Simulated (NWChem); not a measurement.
All runs are NWChem calculations. System: BCl (+1), charge 1, spin multiplicity 2, at a geometry optimised with UPBE0/def2-SVP. The structure started from a generated list of species. Its SCF solution wasn't tested for a lower state. Level: ROCCSD(T)/def2-TZVP, 6 core orbitals frozen.

The NWChem input:

```
start mol
memory heap 100 mb stack 700 mb global 1900 mb
charge 1
geometry units angstroms nocenter noautoz
  B      0.000000     0.000000     1.239198
  Cl     0.000000     0.000000    -0.364470
  symmetry group C2v
end
basis spherical
  * library def2-tzvp
end
scf
  rohf
  nopen 1
  maxiter 100
  thresh 1e-7
  semidirect memsize 60000000 filesize 0
  # guess.movecs holds the orbitals of an unrestricted PBE0 run
  vectors input guess.movecs output mol.movecs
end
tce
  freeze core 6
  ccsd(t)
  2eorb
  2emet 13
  thresh 1e-6
  maxiter 100
  tilesize 24
end
task tce energy
```

Part of the output:

```
             Northwest Computational Chemistry Package (NWChem) 7.3.0
             --------------------------------------------------------

                                NWChem Input Module
                                -------------------

 Scaling coordinates for geometry "geometry" by  1.889725989
 (inverse scale =  0.529177249)

 Turning off AUTOSYM since
 SYMMETRY directive was detected!

                             Geometry "geometry" -> ""
                             -------------------------

 Output coordinates in angstroms (scale by  1.889725989 to convert to a.u.)

  No.       Tag          Charge          X              Y              Z
 ---- ---------------- ---------- -------------- -------------- --------------
    1 B                    5.0000     0.00000000     0.00000000     1.23919800
    2 Cl                  17.0000     0.00000000     0.00000000    -0.36447000

 Effective nuclear repulsion energy (a.u.)      28.0482407612

            Nuclear Dipole moment (a.u.)
            ----------------------------
        X                 Y               Z
 ---------------- ---------------- ----------------
     0.0000000000     0.0000000000    -0.0000000000

      Symmetry information
      --------------------

 Group name             C2v
 Group number             16
 Group order               4
 No. of unique centers     2

      Symmetry unique atoms

     1    2


 Summary of "ao basis" -> "" (spherical)
 ------------------------------------------------------------------------------
       Tag                 Description            Shells   Functions and Types
 ---------------- ------------------------------  ------  ---------------------
 *                         def2-tzvp                  on all atoms

 Summary of "ao basis" -> "ao basis" (spherical)
 ------------------------------------------------------------------------------
       Tag                 Description            Shells   Functions and Types
 ---------------- ------------------------------  ------  ---------------------
 B                         def2-tzvp                11       31   5s3p2d1f
 Cl                        def2-tzvp                13       37   5s5p2d1f

                                 NWChem SCF Module
                                 -----------------

  ao basis        = "ao basis"
  functions       =    68
  atoms           =     2
  closed shells   =    10
  open shells     =     1
  charge          =   1.00
  wavefunction    = ROHF
  use symmetry    = T
  symmetry adapt  = T

 Summary of "ao basis" -> "ao basis" (spherical)
 ------------------------------------------------------------------------------
       Tag                 Description            Shells   Functions and Types
 ---------------- ------------------------------  ------  ---------------------
 B                         def2-tzvp                11       31   5s3p2d1f
 Cl                        def2-tzvp                13       37   5s5p2d1f

      Symmetry analysis of basis
      --------------------------

        a1         30
        a2          6
        b1         16
        b2         16

 Forming initial guess at       0.0s

      Symmetry analysis of molecular orbitals - initial
      -------------------------------------------------

  Numbering of irreducible representations:

     1 a1          2 a2          3 b1          4 b2

  Orbital symmetries:

     1 a1          2 a1          3 a1          4 b2          5 b1
     6 a1          7 a1          8 a1          9 b2         10 b1
[...]
 moments of inertia (a.u.)
 ------------------
          76.898250923953           0.000000000000           0.000000000000
           0.000000000000          76.898250923953           0.000000000000
           0.000000000000           0.000000000000           0.000000000000

  Mulliken analysis of the total density
  --------------------------------------

    Atom       Charge   Shell Charges
 -----------   ------   -------------------------------------------------------
    1 B    5     4.33   0.92  1.06  0.59  0.50  0.02  0.60  0.50  0.01  0.04  0.08  0.01
    2 Cl  17    16.67   2.01  0.45  1.52  1.13  0.82  4.18  1.69  1.06  2.78  0.97  0.02  0.04  0.00

 Mulliken analysis of the open-shell density
 -------------------------------------------

    Atom       Charge   Shell Charges
 -----------   ------   -------------------------------------------------------
    1 B    5     0.97   0.01 -0.01  0.25  0.30  0.03  0.23  0.17  0.00 -0.00 -0.00  0.00
    2 Cl  17     0.03   0.00  0.00 -0.00  0.00 -0.00  0.00 -0.00  0.01  0.03 -0.01  0.00 -0.00  0.00

       Multipole analysis of the density wrt the origin
       ------------------------------------------------

     L   x y z        total         open         nuclear
     -   - - -        -----         ----         -------
     0   0 0 0      1.000000     -1.000000     22.000000

     1   1 0 0     -0.000000      0.000000      0.000000
     1   0 1 0      0.000000      0.000000      0.000000
     1   0 0 1      1.330030     -3.169210     -0.000000

     2   2 0 0    -11.098054     -1.059355      0.000000
     2   1 1 0      0.000000     -0.000000      0.000000
     2   1 0 1      0.000000      0.000000      0.000000
     2   0 2 0    -11.098054     -1.059355      0.000000
     2   0 1 1      0.000000      0.000000      0.000000
     2   0 0 2     -5.967726    -11.481960     35.483205

                   NWChem Extensible Many-Electron Theory Module
                   ---------------------------------------------


            General Information
            -------------------
      Number of processors :     1
         Wavefunction type : Restricted open-shell Hartree-Fock
          No. of electrons :    21
           Alpha electrons :    11
            Beta electrons :    10
           No. of orbitals :   136
            Alpha orbitals :    68
             Beta orbitals :    68
        Alpha frozen cores :     6
         Beta frozen cores :     6
     Alpha frozen virtuals :     0
      Beta frozen virtuals :     0
         Spin multiplicity : doublet
    Number of AO functions :    68
       Number of AO shells :    24
        Use of symmetry is : on
      Symmetry adaption is : on
         Schwarz screening : 0.10D-09

          Correlation Information
          -----------------------
          Calculation type : Coupled-cluster singles & doubles w/ perturbation
   Perturbative correction : (T)
            Max iterations :      100
        Residual threshold : 0.10D-05
     T(0) DIIS level shift : 0.00D+00
     L(0) DIIS level shift : 0.00D+00
     T(1) DIIS level shift : 0.00D+00
     L(1) DIIS level shift : 0.00D+00
     T(R) DIIS level shift : 0.00D+00
     T(I) DIIS level shift : 0.00D+00
   CC-T/L Amplitude update :  5-th order DIIS
                I/O scheme : Global Array Library
        L-threshold :  0.10D-05
        EOM-threshold :  0.10D-05
 no EOMCCSD initial starts read in
 TCE RESTART OPTIONS
 SLICE:      F
 D4D5:       F
 quantumc:   F
 qrotation:  F
 pwtce:      F
 qducc:      F
 nacto:                         0
 nrotv:                         0
 nrot:                          0

            Memory Information
            ------------------
          Available GA space size is     249027552 doubles
          Available MA space size is     104850588 doubles

 Maximum block size supplied by input
 Maximum block size        24 doubles

 tile_dim =     23

 -------------------------------------------------

 Global array virtual files algorithm will be used

 Parallel file system coherency ......... OK

 4-electron integrals stored in orbital form

 v2    file size   =          1189786
 4-index algorithm nr.  13 is used
 imaxsize =       30
 imaxsize ichop =        0


CCSD iterations
 ---------------------------------------------------------
 Iter          Residuum       Correlation     Cpu    Wall
 ---------------------------------------------------------
    1   0.1271865406587  -0.2277617529105     0.2     0.2
    2   0.0325787830457  -0.2409330373635     0.2     0.2
    3   0.0116228628940  -0.2454473213979     0.2     0.2
    4   0.0054515873150  -0.2464606193114     0.2     0.2
    5   0.0028537199076  -0.2469346303457     0.2     0.2
    6   0.0016937500669  -0.2472096300626     0.2     0.2
    7   0.0009967427187  -0.2472984248543     0.2     0.2
    8   0.0007531787105  -0.2472756921304     0.2     0.2
    9   0.0005822430968  -0.2473072168696     0.2     0.2
   10   0.0004633244233  -0.2472954547163     0.2     0.2
   11   0.0000645987366  -0.2473151634064     0.2     0.2
   12   0.0000271039065  -0.2473175534259     0.2     0.2
   13   0.0000172667370  -0.2473183529726     0.2     0.2
   14   0.0000104155300  -0.2473182411211     0.2     0.2
   15   0.0000070122530  -0.2473181913477     0.2     0.2
   16   0.0000028154588  -0.2473180245815     0.2     0.2
   17   0.0000014719000  -0.2473181575874     0.2     0.2
   18   0.0000009903173  -0.2473181377817     0.2     0.2
 -----------------------------------------------------------------
 Iterations converged
 CCSD correlation energy / hartree =        -0.247318137781732
 CCSD total energy / hartree       =      -484.073458875011909

 Singles contributions

 Doubles contributions
 CCSD(T)
 Using plain CCSD(T) code
             total no. of tasks          927
 total no. of tasks / no. procs          927
                         wl_min            2           1.1
                         wl_max        97336           6.8
        thresh for no. of tasks          927

 CCSD[T]  correction energy / hartree =        -0.013864558693899
 CCSD[T] correlation energy / hartree =        -0.261182696475631
 CCSD[T] total energy / hartree       =      -484.087323433705819
 CCSD(T)  correction energy / hartree =        -0.013171622646915
 CCSD(T) correlation energy / hartree =        -0.260489760428648
 CCSD(T) total energy / hartree       =      -484.086630497658803

 Task  times  cpu:        6.4s     wall:        6.4s

 Total times  cpu:        6.5s     wall:        6.5s
```
